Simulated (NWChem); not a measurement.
BH₂OF; SMILES OBF

```xyz
5

B     -0.4516    -0.0261     0.0000
H     -1.6704    -0.0461     0.0000
F      0.2152    -1.1812     0.0000
O      0.2836     1.1125     0.0000
H     -0.2771     1.9074     0.0000
```
Atoms are numbered in this order, from 1.

All runs: NWChem. Geometry: optimised at PBE-D3(BJ)/def2-SVP. Vertical excitations in the gas phase.

**Question.** What does the run give for PBE/aug-cc-pVDZ, TDA? Quantities: lowest excitation, singlet (eV); lowest state with f > 0.02, singlet (eV); lowest triplet (eV); orbital gap (eV).

**Answer.** 
```yaml
lowest excitation, singlet (eV): 7.56
lowest state with f > 0.02, singlet (eV): 7.64
lowest triplet (eV): 6.91
orbital gap (eV): 7.35
```
